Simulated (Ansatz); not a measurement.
Cl$_{3}$FH$_{2}$O$_{2}$W, SMILES `[OH][W]([OH])([F])([Cl])([Cl])[Cl]`. Total charge 0; spin multiplicity 1. W: def2 effective core potential. The geometry is a stationary point of PBE0-D4/def2-TZVP. It is one conformer, not always the lowest.

```xyz
9

O     0.304   -1.601   -0.350
W    -0.216    0.133    0.122
O     0.647    0.855   -1.328
F    -0.831   -0.693    1.681
Cl   -1.066    2.102    0.962
Cl    1.752    0.529    1.313
Cl   -2.197   -0.123   -1.010
H     0.087   -2.373    0.185
H     1.519    1.171   -1.575
```

(1) What is the dipole moment at ωB97M-V/def2-TZVPP? (Estimate.)

(2) And with PBE, r2SCAN, B3LYP? (An estimate is asked.)

(3) Give the Mulliken charges with ωB97M-V, r2SCAN, PBE in def2-TZVPP. (An estimate is asked.)

Results:

(1) Ansatz gave: 2.94 D, with components (1.72, -1.23, -2.04) D in this frame, pointing from negative to positive charge.

(2) The calculation gave: PBE 2.80 D, r2SCAN 2.88 D, B3LYP 2.83 D.

(3) Ansatz gave: 
```json
{"atom": "O1", "ωB97M-V": "-0.29", "r2SCAN": "-0.31", "PBE": "-0.25"}
{"atom": "W2", "ωB97M-V": "0.95", "r2SCAN": "1.09", "PBE": "0.82"}
{"atom": "O3", "ωB97M-V": "-0.26", "r2SCAN": "-0.29", "PBE": "-0.23"}
{"atom": "F4", "ωB97M-V": "-0.26", "r2SCAN": "-0.26", "PBE": "-0.22"}
{"atom": "Cl5", "ωB97M-V": "-0.17", "r2SCAN": "-0.21", "PBE": "-0.17"}
{"atom": "Cl6", "ωB97M-V": "-0.24", "r2SCAN": "-0.27", "PBE": "-0.23"}
{"atom": "Cl7", "ωB97M-V": "-0.18", "r2SCAN": "-0.21", "PBE": "-0.18"}
{"atom": "H8", "ωB97M-V": "0.21", "r2SCAN": "0.23", "PBE": "0.22"}
{"atom": "H9", "ωB97M-V": "0.22", "r2SCAN": "0.24", "PBE": "0.22"}
```

B3LYP here is the variant with VWN-RPA as its local correlation; programs differ in this.
